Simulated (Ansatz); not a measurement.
`F[SiH]([SiH3])S` and `O[SiH]([SiH3])S` differ in one atom or group.

Ansatz, PBE0-D4/def2-TZVP geometries, multiplicity 1. Each molecule was computed in one conformer, which needn't be the lowest.

| property | `F[SiH]([SiH3])S` |
| --- | --- |
| LUMO energy (PBE0/def2-TZVPP) / eV | -0.45 |
| LUMO energy (PBE/def2-TZVPP) / eV | -1.29 |
| zero-point energy (PBE0-D4/def2-TZVP) / kJ/mol | 122.0 |
| size of the dipole moment (PBE/def2-TZVPP) / D | 1.28 |
| HOMO energy (PBE/def2-TZVPP) / eV | -6.67 |
| HOMO energy (ωB97M-V/def2-TZVPP) / eV | -9.99 |

**Question.** What does the change do to each property? (Best estimate.)

**Answer.** Computed: 
```json
{"property": "LUMO energy (PBE0/def2-TZVPP) / eV", "`O[SiH]([SiH3])S`": "-0.33", "shift": "0.12"}
{"property": "LUMO energy (PBE/def2-TZVPP) / eV", "`O[SiH]([SiH3])S`": "-1.17", "shift": "0.12"}
{"property": "zero-point energy (PBE0-D4/def2-TZVP) / kJ/mol", "`O[SiH]([SiH3])S`": "150.8", "shift": "28.8"}
{"property": "size of the dipole moment (PBE/def2-TZVPP) / D", "`O[SiH]([SiH3])S`": "1.59", "shift": "0.31"}
{"property": "HOMO energy (PBE/def2-TZVPP) / eV", "`O[SiH]([SiH3])S`": "-6.40", "shift": "0.27"}
{"property": "HOMO energy (ωB97M-V/def2-TZVPP) / eV", "`O[SiH]([SiH3])S`": "-9.77", "shift": "0.22"}
```

With PBE0 the HOMO rises by 0.26 eV and the LUMO rises by 0.12 eV, so the gap narrows by about 0.14 eV. PBE moves the HOMO by 0.27 eV and ωB97M-V by 0.22 eV. The zero-point energy changes by 28.8 kJ/mol with +3 modes. Dipoles are sizes alone; their direction can turn.
